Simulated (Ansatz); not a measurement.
This geometry of BrH + Cl2FGeH (7 atoms, charge 0, multiplicity 1) is a first-order saddle point.

All numbers below come from Ansatz 0.2.0, RKS PBE0-D4/def2-SVP.

```xyz
7
Properties=species:S:1:pos:R:3
Ge 0.131 -0.184 -0.076
F 0.035 -0.029 1.879
Cl 1.968 0.264 -1.076
H -0.655 1.128 -0.117
Cl -1.150 -1.620 -1.008
Br 1.418 -2.245 1.227
H 0.633 -0.991 2.035
```

Which two structures does it join? (They come from a converged band through this point; their orientation in space is the band's.)

Bonds broken: Ge1–F2, Br6–H7. Bonds formed: Ge1–Br6, F2–H7. BrH + Cl2FGeH becomes BrCl2GeH + FH.

First end point:

```xyz
7
Properties=species:S:1:pos:R:3
Ge -0.154 0.264 -0.226
F 0.027 0.015 1.488
Cl 1.809 0.372 -1.025
H -0.945 1.552 -0.420
Cl -1.162 -1.446 -0.975
Br 1.773 -2.824 1.950
H 1.031 -1.609 2.071
```

Last end point:

```xyz
7
Properties=species:S:1:pos:R:3
Ge 0.328 -0.469 -0.460
F -0.092 0.079 2.802
Cl 1.803 0.338 -1.779
H -0.290 0.609 0.417
Cl -1.146 -1.472 -1.637
Br 1.372 -2.068 0.842
H 0.404 -0.695 2.678
```

How far does it lie above each of them?

1.02 eV above the first and 1.13 eV above the second. This is the barrier of this one path; another mechanism may lie lower. The orbitals stay closed-shell, which can raise the energy where a bond breaks towards radicals; this wasn't checked here.

Run time: 98 s on 4 threads of AMD EPYC 7B13 (Zen 3), on a shared host, peak memory 0.42 GiB.
